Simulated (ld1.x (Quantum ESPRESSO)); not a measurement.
**Transferability test, TM potential for Ru**

| Quantity | Value |
| --- | --- |
| Element | ruthenium (Ru) |
| Generator | ld1.x (Quantum ESPRESSO) 7.5 |
| Type | norm-conserving Troullier–Martins (Kleinman–Bylander form) |
| Functional | LDA (PZ) |
| Relativity | scalar-relativistic |
| Frozen core | [Ar] 3d10 4s2 |
| Valence charge | 14 |
| Reference configuration | 4p6 4d7 5s0.75 5p0.25 |
| Partial waves | 4p (bound): rc 1.95 bohr; 4d (bound): rc 1.25 bohr; 5s (bound): rc 2.55 bohr |
| Local potential | the s channel |
| Core correction | a·sin(br)/r model core, default radius (core density twice the valence density) |

Occupied shells without a wave of their own: 5p. They enter only through the test configuration that unscreens the potential, and ld1.x also counts them in the model core charge.

Energies are relative to the spin-unpolarised reference configuration 4p6 4d7 5s0.75 5p0.25; without spin polarisation the order of configurations can differ from experiment. Spin-polarised rows fill each open shell by Hund’s rule, majority spin first.

ld1.x takes every shell without a wave as core, so the model core holds the 5p electrons as well and exchange and correlation see them twice. This cancels in the reference configuration, but the file is broken for other ones, and its errors say nothing about a proper core correction.

| valence configuration | charge | ΔE all-electron (eV) | error AE − PS (meV) |
| --- | --- | --- | --- |
| 4p6 4d7 5s1 5p0 | 0 | -0.874 | +86 |
| 4p6 4d7 5s0 5p0 | +1 | 6.739 | +154 |
| 4p6 4d6 5s0 5p0 | +2 | 25.177 | +237 |
| 4p6 4d6 5s1 5p0 | +1 | 9.448 | +170 |
| 4p6 4d6 5s1 5p1 | 0 | 4.784 | -573 |
| 4p6 4d6 5s2 5p0 | 0 | 0.740 | +35 |
| 4p6 4d7 5s0 5p1 | 0 | 2.711 | -372 |
| 4p6 4d7 5s0.75 5p0.25 (spin-polarised) | 0 | -1.600 | +4.7 |
| 4p6 4d7 5s1 5p0 (spin-polarised) | 0 | -2.523 | +109 |

Levels in the configuration 4p6 4d7 5s1 5p0:

```tsv
level	all-electron (eV)	pseudo (eV)
4p	-46.529	-46.400
4d	-5.402	-5.265
5s	-4.518	-4.411
```

The potential misses its own reference levels by up to 0.4 eV.
